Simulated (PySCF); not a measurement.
FGeH5Si, SMILES F[SiH2][GeH3].

The structure is a stationary point at B3LYP-D3(BJ)/def2-SVP. The structure was generated by enumeration, and PubChem lists no compound with its InChIKey, so it may never have been made.

All values below come from TDA-B3LYP/def2-SVPD in PySCF.

Vertical excitations. Gas-phase values at a fixed geometry. State labels are in the subgroup Cs.

| state | symmetry | energy (eV) | λ (nm) | f | main pairs |
|---|---|---|---|---|---|
| S1 | A' | 6.40 | 194 | 0.019 | HOMO→LUMO 97 % |
| S2 | A' | 7.24 | 171 | 0.109 | HOMO→LUMO+1 85 %, HOMO→LUMO+3 13 % |
| S3 | A" | 7.44 | 167 | 0.002 | HOMO−1→LUMO 60 %, HOMO→LUMO+2 34 % |
| S4 | A" | 7.57 | 164 | 0.044 | HOMO→LUMO+2 56 %, HOMO−1→LUMO 30 % |
| S5 | A' | 7.67 | 162 | 0.248 | HOMO→LUMO+3 71 %, HOMO−2→LUMO 17 % |
| S6 | A' | 8.03 | 154 | 0.006 | HOMO→LUMO+4 96 % |
| S7 | A" | 8.04 | 154 | 0.000 | HOMO−3→LUMO 87 % |
| S8 | A' | 8.16 | 152 | 0.180 | HOMO−2→LUMO 67 % |
| S9 | A" | 8.29 | 149 | 0.055 | HOMO−1→LUMO+1 92 % |
| S10 | A' | 8.60 | 144 | 0.139 | HOMO−2→LUMO+1 88 % |
| T1 | A' | 5.73 | 216 | 0 | HOMO→LUMO 98 % |
| T2 | A" | 6.59 | 188 | 0 | HOMO→LUMO+2 94 % |
| T3 | A' | 6.62 | 187 | 0 | HOMO→LUMO+1 81 %, HOMO→LUMO+3 14 % |
| T4 | A' | 7.07 | 175 | 0 | HOMO→LUMO+3 81 %, HOMO→LUMO+1 13 % |
Triplets are in the Tamm–Dancoff approximation.
